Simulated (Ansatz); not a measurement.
Job for Ansatz (a first-principles code): R-CCSD(T)/cc-pVTZ on CH4BeO (SMILES [CH3][Be][OH]), atoms moved off the minimum.

Ansatz 0.2 input:
```yaml
crystal:
  periodic: [false, false, false]
  atoms:
    - {symbol: Be, position_ang: [-0.09083119, -0.05305597, 0.04538496]}
    - {symbol: C, position_ang: [0.92281379, 0.50276240, -1.09210586]}
    - {symbol: H, position_ang: [1.92426372, 0.00003269, -1.02626207]}
    - {symbol: H, position_ang: [1.18055673, 1.53215165, -0.98989582]}
    - {symbol: H, position_ang: [0.59259470, 0.39760043, -2.09708612]}
    - {symbol: O, position_ang: [-0.92884164, -0.59184725, 1.13960597]}
    - {symbol: H, position_ang: [-1.83750940, -0.41628679, 1.30505966]}
basis:
  gaussian:
    orbitals: cc-pVTZ
magnetization: {spin_polarized: false}
correlation: {method: ccsd_t, electrons: outside_noble_gas}
scf: {lower_state_search: off}
output: {forces: true}
```

The head of its log:

```
WARN ansatz: RAYON_NUM_THREADS=1 ignored (pool sized by the plan → 1); use --threads N
Functional definition: HF
these checks for a lower state are left out or cut short: starts, cluster_reference, orbital_swaps, neighbouring_geometries, increment
integrals: 0.32 GiB planned
832 factors; integrals over basis functions are off by at most 1.0e-3 eV
mean field: 0.25 GiB planned
mean field evaluation 1: about -3528.7825 eV, gradient 4.3e1 eV
mean field evaluation 2: about -3528.7822 eV, gradient 4.3e1 eV
mean field evaluation 4: about -3532.2755 eV, gradient 3.0e0 eV
mean field evaluation 8: about -3532.3092 eV, gradient 3.4e-4 eV
mean field -3532.30919793 eV, -129.8099687389 hartree, gradient 2.6e-6 eV, S^2 0.000000; 0 other end points of the search recorded, 0 dependent functions left out
3 core orbitals not correlated
reference -3532.30919793 eV, -129.8099687389 hartree; 8, 8 occupied and 135, 135 virtual orbitals, 832 factors
too little memory for Intel AMX tiles; the run may be slower
densities: 1.50 GiB planned
```

Question: Predict the final total energy.

Answer: -130.3224 hartree (reference determinant -129.8100, T1 diagnostic 0.012).
